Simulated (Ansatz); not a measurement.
Cl3FH2O2W, SMILES `[OH][W]([OH])([F])([Cl])([Cl])[Cl]`, relaxed with RKS PBE0-D4/def2-TZVP in Ansatz 0.2.0 from a GFN2-xTB geometry. The force threshold is 0.005 eV/Å; the program also tests the step.

Charge 0, multiplicity 1. W takes the def2 core potential.

Start:

```xyz
9

O     0.198    1.230    1.025
W     0.019    0.041   -0.320
O    -0.247   -1.381    0.744
F     0.274    1.433   -1.505
Cl   -0.182   -1.295   -2.129
Cl    2.340   -0.298   -0.336
Cl   -2.284    0.496   -0.410
H     0.292    1.949    1.659
H    -0.411   -2.175    1.270
```

```json
{"step": "1", "energy (eV)": "-46228.8009", "largest force (eV/Å)": "1.678", "largest move (Å)": "0.000"}
{"step": "2", "energy (eV)": "-46228.8670", "largest force (eV/Å)": "0.263", "largest move (Å)": "0.073"}
{"step": "3", "energy (eV)": "-46228.8761", "largest force (eV/Å)": "0.235", "largest move (Å)": "0.040"}
{"step": "4", "energy (eV)": "-46228.8996", "largest force (eV/Å)": "0.421", "largest move (Å)": "0.067"}
{"step": "5", "energy (eV)": "-46228.9113", "largest force (eV/Å)": "0.224", "largest move (Å)": "0.034"}
{"step": "6 (rejected)", "energy (eV)": "-46228.9015", "largest force (eV/Å)": "1.980", "largest move (Å)": "0.196"}
{"step": "7", "energy (eV)": "-46228.9502", "largest force (eV/Å)": "0.205", "largest move (Å)": "0.098"}
{"step": "8", "energy (eV)": "-46228.9745", "largest force (eV/Å)": "0.753", "largest move (Å)": "0.098"}
{"step": "9", "energy (eV)": "-46229.0008", "largest force (eV/Å)": "0.128", "largest move (Å)": "0.095"}
{"step": "10", "energy (eV)": "-46229.0063", "largest force (eV/Å)": "0.105", "largest move (Å)": "0.042"}
{"step": "11", "energy (eV)": "-46229.0095", "largest force (eV/Å)": "0.126", "largest move (Å)": "0.073"}
{"step": "13", "energy (eV)": "-46229.0108", "largest force (eV/Å)": "0.077", "largest move (Å)": "0.029"}
{"step": "15", "energy (eV)": "-46229.0121", "largest force (eV/Å)": "0.076", "largest move (Å)": "0.042"}
{"step": "17", "energy (eV)": "-46229.0126", "largest force (eV/Å)": "0.039", "largest move (Å)": "0.031"}
{"step": "19", "energy (eV)": "-46229.0127", "largest force (eV/Å)": "0.054", "largest move (Å)": "0.006"}
{"step": "21", "energy (eV)": "-46229.0129", "largest force (eV/Å)": "0.012", "largest move (Å)": "0.019"}
{"step": "23", "energy (eV)": "-46229.0133", "largest force (eV/Å)": "0.071", "largest move (Å)": "0.038"}
{"step": "25", "energy (eV)": "-46229.0141", "largest force (eV/Å)": "0.094", "largest move (Å)": "0.028"}
{"step": "27 (rejected)", "energy (eV)": "-46229.0126", "largest force (eV/Å)": "0.976", "largest move (Å)": "0.195"}
{"step": "29", "energy (eV)": "-46229.0234", "largest force (eV/Å)": "0.167", "largest move (Å)": "0.100"}
{"step": "31", "energy (eV)": "-46229.0281", "largest force (eV/Å)": "0.155", "largest move (Å)": "0.072"}
{"step": "33", "energy (eV)": "-46229.0352", "largest force (eV/Å)": "0.075", "largest move (Å)": "0.060"}
{"step": "35", "energy (eV)": "-46229.0376", "largest force (eV/Å)": "0.065", "largest move (Å)": "0.045"}
{"step": "37", "energy (eV)": "-46229.0379", "largest force (eV/Å)": "0.022", "largest move (Å)": "0.007"}
{"step": "39", "energy (eV)": "-46229.0380", "largest force (eV/Å)": "0.001", "largest move (Å)": "0.001"}
```

End:

```xyz
9

O     0.039    1.146    1.210
W    -0.087    0.005   -0.267
O    -0.391   -1.454    0.804
F     0.478    1.508   -1.222
Cl   -0.231   -1.088   -2.290
Cl    2.172   -0.570   -0.169
Cl   -2.322    0.486   -0.482
H     0.240    2.084    1.126
H     0.103   -2.118    1.290
```

It took 2.4 min on 2 threads of an AMD EPYC 7R13 on a shared host and a share of an NVIDIA H100 80 GB, with 0.96 GiB of host memory at the peak.
